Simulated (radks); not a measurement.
Initial-state core-level shifts of the scandium ion Sc+ when its valence configuration changes from [Ar] 3d1 4s1. Method: non-relativistic Kohn-Sham, PBE, spin-unpolarised, spherical densities, point nucleus; computed with a radial shooting solver on a logarithmic mesh with Libxc functionals. Shifts are changes of the shell-averaged eigenvalues in eV (positive: less bound); the change of the density at the nucleus, which sets a Mossbauer isomer shift, is in e/bohr^3, on a base of 6189.

valence              1s      2s      2p      3p  density at nucleus
3d2              +4.118  +4.815  +4.749  +4.040             -3.7455
3d1 4p1          -1.205  -1.182  -1.181  -1.171             -3.0011
3d0.5 4s1 4p0.5  -3.306  -3.765  -3.722  -3.105             +0.8705
4s1 4p1          -6.968  -7.975  -7.882  -6.429             +1.9360
3d1 4s0.5 4p0.5  -0.606  -0.594  -0.594  -0.590             -1.4824
4s2              -5.777  -6.779  -6.690  -5.291             +5.3636
3d0.5 4s1.5      -2.698  -3.161  -3.119  -2.518             +2.4491
3d0.5 4s0.5 4p1  -3.905  -4.360  -4.316  -3.681             -0.7483
4p2              -8.120  -9.133  -9.035  -7.526             -1.6526
